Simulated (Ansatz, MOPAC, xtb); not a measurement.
Diatomic BeS+, multiplicity 2 (lowest of 2S+1 = 2, 4 at CCSD(T)/def2-TZVPP on PBE0 minima; our sources give no spin for the ground state, which may be another).

Constants: fifth-degree fit in 1/R to seven points, most abundant isotopes. In def2 and cc sets the state is the lowest found near the PBE0 minimum, followed along R.

Programs: Ansatz (Gaussian basis) for Hartree–Fock, density functionals and correlated methods; MOPAC for PM7 (differences of heats of formation); xtb for the GFN methods. Each number belongs to the level named beside it. The GFN methods have no spin term and hold the electronic entropy of 300 K.

```
level                                          r_e (Å)  ω_e (cm⁻¹)  B_e (cm⁻¹)  ω_e x_e (cm⁻¹)
---------------------------------------------  -------  ----------  ----------  --------------
PM7                                              1.881         880       0.678             6.9
GFN1-xTB                                         1.858         848       0.694             8.2
GFN2-xTB                                         1.840         775       0.708             6.5
SVWN5/def2-TZVPP                                 1.842         860       0.706             5.1
PBE/def2-TZVPP                                   1.856         842       0.696             5.3
r2SCAN/def2-TZVPP                                1.847         869       0.703             5.1
B97M-V/def2-TZVPP                                1.841         874       0.707             5.4
B3LYP/def2-TZVPP                                 1.846         855       0.704             5.4
PBE0/def2-TZVPP                                  1.843         871       0.706             5.2
BHLYP/def2-TZVPP                                 1.834         882       0.713             5.4
CAM-B3LYP/def2-TZVPP                             1.835         877       0.712             5.3
wB97X-V/def2-TZVPP                               1.840         882       0.708             5.1
wB97M-V/def2-TZVPP                               1.841         874       0.707             5.1
B2PLYP/def2-TZVPP                                1.849         856       0.701             5.3
CCSD/aug-cc-pV(T+d)Z                             1.846         869       0.704             5.6
CCSD/def2-TZVPP                                  1.856         850       0.696             5.7
CCSD/aug-cc-pV(Q+d)Z                             1.838         878       0.710             5.6
CCSD/def2-QZVPP                                  1.837         879       0.711             5.6
CCSD(T)/aug-cc-pV(T+d)Z                          1.851         860       0.700             5.5
CCSD(T)/def2-TZVPP                               1.861         840       0.692             5.5
CCSD(T)/aug-cc-pV(Q+d)Z                          1.843         869       0.706             5.4
CCSD(T)/def2-QZVPP                               1.842         869       0.707             5.5
CCSD(T)/CBS(aug-cc-pV(T+d)Z, aug-cc-pV(Q+d)Z)    1.839         875       0.709             5.4
```

Correlated levels freeze the inner cores; with def2 sets outer-core shells near the valence are correlated too. CBS: X⁻³ extrapolation of the correlation energy, Hartree–Fock from the larger set. The state reached by PM7 isn't checked; PM7 holds dispersion and hydrogen-bond terms.

Ansatz is a quantum-chemistry and plane-wave program.
